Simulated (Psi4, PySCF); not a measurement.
Two rigid molecules brought together: CO ··· H2S (SMILES [C-]#[O+] and S). Monomers: optimised at B3LYP-D3(BJ) (def2-TZVP), held rigid. Orientation: lowest of the rigid-body minima from ten starts at GFN2-xTB. Only R, the distance of the centres of mass, is varied, so the lowest point isn't the relaxed dimer. The table gives interaction energies.

| R / Å | A | B | C |
|---|---|---|---|
| 2.52 | 83.37 | 91.53 | 110.59 |
| 2.75 | 38.99 | 44.33 | 56.46 |
| 2.93 | 19.43 | 23.40 | 31.73 |
| 3.16 | 5.77 | 8.57 | 13.68 |
| 3.30 | 1.27 | 3.55 | 7.40 |
| 3.60 | -3.08 | -1.61 | 0.68 |
| 3.89 | -3.91 | -2.95 | -1.34 |
| 4.41 | -2.96 | -2.58 | -1.43 |
| 5.13 | -1.42 | -1.42 | -0.59 |
| 6.12 | -0.45 | -0.52 | -0.21 |
| 7.40 | -0.14 | -0.16 | -0.10 |

Energies in kJ/mol.

### Question
Match the curves with the methods PBE-D3(BJ)/def2-TZVP, counterpoise-corrected run with Psi4; restricted B3LYP/6-31G*, spherical d, no counterpoise correction (PySCF); Psi4 1.11 with revPBE-D3(BJ)/def2-TZVP, counterpoise-corrected.

### Answer
A is PBE-D3(BJ)/def2-TZVP; B is revPBE-D3(BJ)/def2-TZVP; C is RKS-B3LYP/6-31G*.
